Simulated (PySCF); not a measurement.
Mn(OH)3 (H3MnO3), SMILES [OH][Mn]([OH])[OH] (connectivity only; charge and spin as stated), neutral, multiplicity 5.

Geometry optimised at PBE0-D3(BJ)/def2-SVP. The multiplicity is an assumed one; other spin states were not compared. The values are those of a single conformer.

All values below come from TDA-ωB97X/def2-SVPD in PySCF.

Vertical excitations. The molecule is in vacuum.

```json
[
 {"state": "root 1", "energy (eV)": "2.00", "λ (nm)": "619", "f": "0.000", "main pairs": "α HOMO→LUMO 68 %, α HOMO−1→LUMO 10 %"},
 {"state": "root 2", "energy (eV)": "2.15", "λ (nm)": "577", "f": "0.001", "main pairs": "α HOMO−1→LUMO 41 %, α HOMO→LUMO 19 %, α HOMO−3→LUMO 17 %, α HOMO−5→LUMO 7 %"},
 {"state": "root 3", "energy (eV)": "2.49", "λ (nm)": "499", "f": "0.001", "main pairs": "α HOMO−1→LUMO 33 %, α HOMO−3→LUMO 32 %, α HOMO−2→LUMO 13 %, α HOMO−8→LUMO 9 %"},
 {"state": "root 4", "energy (eV)": "3.05", "λ (nm)": "407", "f": "0.007", "main pairs": "α HOMO−4→LUMO 38 %, α HOMO−5→LUMO 23 %, α HOMO−2→LUMO 16 %, α HOMO−6→LUMO 12 %"},
 {"state": "root 5", "energy (eV)": "4.20", "λ (nm)": "295", "f": "0.033", "main pairs": "α HOMO−2→LUMO 51 %, α HOMO−3→LUMO 24 %"},
 {"state": "root 6", "energy (eV)": "4.74", "λ (nm)": "261", "f": "0.002", "main pairs": "β HOMO−1→LUMO 75 %"},
 {"state": "root 7", "energy (eV)": "4.77", "λ (nm)": "260", "f": "0.004", "main pairs": "β HOMO→LUMO 88 %"},
 {"state": "root 8", "energy (eV)": "4.86", "λ (nm)": "255", "f": "0.002", "main pairs": "α HOMO−5→LUMO 50 %, α HOMO−4→LUMO 38 %"},
 {"state": "root 9", "energy (eV)": "5.08", "λ (nm)": "244", "f": "0.003", "main pairs": "β HOMO−3→LUMO 51 %, β HOMO−2→LUMO 40 %"},
 {"state": "root 10", "energy (eV)": "5.23", "λ (nm)": "237", "f": "0.003", "main pairs": "α HOMO−7→LUMO 40 %, β HOMO−2→LUMO+1 19 %, β HOMO−1→LUMO+1 11 %, β HOMO−3→LUMO 5 %"}
]
```
Unrestricted roots are not spin-pure.
